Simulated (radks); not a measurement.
Results of a calculation; reference values are marked as such.
The nuclear charge of the iron ion Fe+ is varied continuously with 25 electrons held in [Ar] 3d6 4s1. Code: a radial shooting solver on a logarithmic mesh with Libxc functionals. Model: scalar-relativistic Kohn-Sham, BLYP, spin-polarised, spherical densities, point nucleus; open shells are filled with parallel spins first. By the Hellmann-Feynman theorem dE/dZ = E(electron-nucleus)/Z, the electronic potential at the nucleus. The scalar-relativistic energy here is not variational (the density holds large components alone), so the two differ by a part that grows with Z.

Z,E (hartree),E(electron-nucleus)/Z (hartree),HOMO,e(HOMO) (eV),<r> HOMO (bohr)
25,-1158.74552,-110.785,3d,-1.219,1.611
25.1,-1169.86258,-111.386,3d,-2.155,1.518
25.2,-1181.03975,-111.985,3d,-3.167,1.450
25.3,-1192.27689,-112.583,3d,-4.247,1.395
25.4,-1203.57390,-113.180,3d,-5.390,1.348
25.5,-1214.93068,-113.776,3d,-6.593,1.308
25.6,-1226.34717,-114.371,3d,-7.851,1.273
25.7,-1237.82329,-114.966,3d,-9.164,1.241
25.8,-1249.35898,-115.560,3d,-10.530,1.212
25.9,-1260.95420,-116.154,3d,-11.946,1.186
26,-1272.60888,-116.747,4s,-12.938,2.653
26.1,-1284.32300,-117.340,4s,-13.935,2.610
26.2,-1296.09650,-117.932,4s,-14.957,2.569
26.3,-1307.92936,-118.524,4s,-16.003,2.529
26.4,-1319.82154,-119.116,4s,-17.073,2.491
26.5,-1331.77301,-119.707,4s,-18.166,2.454
26.6,-1343.78375,-120.298,4s,-19.283,2.419
26.7,-1355.85373,-120.889,4s,-20.423,2.385
26.8,-1367.98294,-121.480,4s,-21.586,2.352
26.9,-1380.17136,-122.070,4s,-22.771,2.321
27,-1392.41896,-122.661,4s,-23.978,2.290

The central difference of E at Z = 26 is -116.844 hartree, to compare with the third column; the second derivative is -5.94 hartree.
